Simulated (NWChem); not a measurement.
Lowest excitation of diarsenic (As$_{2}$)

```xyz
2

As     0.0000     0.0000     1.0456
As     0.0000     0.0000    -1.0456
```
Charge 0, spin multiplicity 1.

The numbers come from NWChem runs, not from measurements. Structure: optimised with PBE0/def2-SVP, a minimum by its harmonic frequencies.

Basis set: def2-SVPD.

```tsv
method	lowest vertical singlet excitation energy (eV)	relative cost
TD-PBE	3.19	1
CIS	2.66	under 3
TD-B3LYP	2.99	under 3
TD-CAM-B3LYP	2.73	4
```

The values span 0.54 eV, from CIS (lowest) to TD-PBE (highest). The cost column gives rough processor time relative to TD-PBE; each entry includes its own SCF.

The Hamiltonian is non-relativistic. B3LYP has NWChem's definition, with VWN1-RPA local correlation. GW and range-separated runs recompute their integrals, the others keep them in memory, which bears on the times.
